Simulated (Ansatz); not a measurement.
```yaml
crystal:
  periodic: [false, false, false]
  atoms:
    - {symbol: C, position_ang: [-0.261355, -1.681672, -1.080866]}
    - {symbol: N, position_ang: [0.331371, -0.357458, -1.315933]}
    - {symbol: Al, position_ang: [0.273675, 0.943995, 0.253412]}
    - {symbol: C, position_ang: [1.379223, 0.064190, 1.616072]}
    - {symbol: C, position_ang: [-1.647158, 1.236738, 0.532391]}
    - {symbol: Cl, position_ang: [1.274478, 2.549196, -0.804616]}
    - {symbol: H, position_ang: [-0.196289, -2.325605, -1.959954]}
    - {symbol: H, position_ang: [-1.307873, -1.556053, -0.805316]}
    - {symbol: H, position_ang: [0.256623, -2.157503, -0.248897]}
    - {symbol: H, position_ang: [-0.126377, 0.109447, -2.094015]}
    - {symbol: H, position_ang: [1.308186, -0.441999, -1.583590]}
    - {symbol: H, position_ang: [1.557969, 0.740441, 2.458432]}
    - {symbol: H, position_ang: [2.365983, -0.223931, 1.237871]}
    - {symbol: H, position_ang: [0.907626, -0.832734, 2.032834]}
    - {symbol: H, position_ang: [-2.166306, 1.535560, -0.384621]}
    - {symbol: H, position_ang: [-2.158740, 0.353970, 0.931880]}
    - {symbol: H, position_ang: [-1.810134, 2.043018, 1.255017]}
basis:
  gaussian: {orbitals: aug-cc-pVDZ, final_grid: {core_spheres: 5, valence_spheres: 4, degree: 11}}
magnetization: {spin_polarized: true, initial_magnetization: 0}
hamiltonian: {xc: {name: HF}}
correlation: {method: mp2, frozen_orbitals: {C: 9}}
```

```sh
$ ansatz run in.yaml --threads 4 --pin off --events-out ev --progress --plain --max-ram 11315MiB
```

Shortened log:

```
Functional definition: HF
Error: "frozen_orbitals" has no count for N
```

Task: What is wrong with this run?

Result: Frozen orbitals are typed for one element alone, and the program wants a count for each. The program refused the input.
